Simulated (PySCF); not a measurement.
A calculated (UHF, PySCF 2.14, aug-cc-pwCVTZ-DK with one added diffuse shell each of s, p, d, f, g type, scalar relativity by spin-free X2C-1e) atom or ion has these occupied shells.

```tsv
shell	electrons	orbital energy (eV)	rms radius, mean of both spins (bohr)
1s α	1	-18102.7	0.0426
1s β	1	-18102.7	0.0426
2s α	1	-2586.2	0.176
2s β	1	-2585.8	0.176
2p α	3	-2301.5	0.157
2p β	3	-2301.2	0.157
3s α	1	-460.67	0.488
3s β	1	-460.42	0.488
3p α	3	-365.04	0.496
3p β	3	-364.84	0.496
3d α	5	-207.89	0.495
3d β	5	-207.43	0.495
4s α	1	-75.778	1.30
4s β	1	-73.496	1.30
4p α	3	-48.707	1.47
4p β	3	-45.723	1.47
4d α	2	-15.475	2.28
5s α	1	-12.428	3.74
```

(1) Name the element and its charge.

## Answers

(1) Zr⁺ (zirconium, charge +1), in [Kr] 4d2 5s1, high-spin 4F determinant.
